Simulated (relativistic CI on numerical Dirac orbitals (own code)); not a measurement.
# Fe³⁺ in a cubic cluster: 3p photoemission with charge transfer

Computed with a charge-transfer multiplet model of a cubic metal-ligand cluster with up to one ligand hole, Slater and spin-orbit integrals from Dirac-Coulomb-Breit ions, Slater integrals scaled by 0.9. The parameters are those of a tetrahedral site (10Dq negative, t2 hopping the larger). The ground state mixes d5 with configurations of k ligand holes L, whose averages lie at kΔ + k(k − 1)U_dd/2; a core hole lowers each added d electron by U_cd. 300 K, Lorentzian 0.9 eV and Gaussian 0.8 eV FWHM.

Atomic integrals in eV (Slater integrals scaled, ζ unscaled), ground: F2dd 10.785, F4dd 6.742, zeta_d 0.056; with the core hole: F2dd 11.699, F4dd 7.354, zeta_d 0.062, zeta_core 1.048, F2cd 12.298, G1cd 15.147, G3cd 9.302.

Cluster parameters (eV): U_dd = 6.2, U_cd = 7.8, 10Dq = -0.5, 10Dq(ligand) = 0, V(eg) = 1.18, V(t2g) = -2, final-state hopping factor = 0.9.

```csv
Case,n_d,d5,d6L,S
Δ = 1.8 eV,5.24,0.76,0.24,2.50
Δ = 3.8 eV,5.17,0.83,0.17,2.50
Δ = 4.8 eV,5.15,0.85,0.15,2.50
```

Weights, n_d and S are thermal averages at 300 K. Binding energies count from the first peak over 30 % of the highest in each spectrum, which can be another peak from case to case. The parameters are a model scan and need not match a compound or its usual spin state. Peaks in eV (height, largest 100):
- Δ = 1.8 eV: 0.0 (100), 2.5 (35), 6.3 (39), 11.0 (15), 20.5 (16), 22.8 (34), 24.7 (10), 30.3 (23)
- Δ = 3.8 eV: 0.0 (100), 2.9 (31), 6.1 (27), 10.6 (11), 21.1 (18), 23.1 (31), 25.4 (7), 29.6 (18)
- Δ = 4.8 eV: 0.0 (100), 3.1 (29), 6.2 (21), 10.7 (9), 21.4 (21), 23.4 (30), 25.9 (6), 29.5 (15)

Curve for Δ = 3.8 eV (points under 2 left out, the grid thinned):

(E (eV), Intensity): (-3.6, 3.2), (-2.9, 4.9), (-2.3, 7.8), (-1.6, 17.6), (-1.0, 45.6), (-0.3, 94.6), (0.3, 94.7), (1.0, 56.4), (1.7, 27.2), (2.3, 26.3), (3.0, 30.5), (3.6, 25.3), (4.3, 17.6), (4.9, 15.3), (5.6, 21.6), (6.3, 26.3), (6.9, 16.1), (7.6, 7.0), (8.2, 4.7), (8.9, 4.7), (9.5, 6.2), (10.2, 9.9), (10.8, 10.8), (11.5, 6.1), (12.2, 2.8), (18.9, 2.1), (19.6, 4.0), (20.2, 8.9), (20.9, 17.7), (21.5, 15.8), (22.2, 15.7), (22.9, 29.3), (23.5, 26.7), (24.2, 11.0), (24.8, 7.1), (25.5, 7.4), (26.1, 5.2), (26.8, 2.8), (27.5, 2.6), (28.1, 3.9), (28.8, 9.9), (29.4, 17.5), (30.1, 13.4), (30.7, 5.4), (31.4, 2.1)

For the case Δ = 3.8 eV, Δ = 3.8 eV is smaller than U_dd = 6.2 eV, the charge-transfer side of the Zaanen-Sawatzky-Allen scheme. With the core hole the configuration with one ligand hole lies at Δ − U_cd = -6.0, -4.0, -3.0 eV from the one without, in the order of the table; where this is negative the screened configuration lies lower, though the effective hopping of about 3.4 eV (from the holes of the mixed ground state) mixes the two strongly wherever it is as large as the gap.

With at most 1 ligand hole the space is cut while the next configuration still counts, so covalency is underestimated, and a final configuration with one more ligand hole, which can lie low, is missing from the spectra.
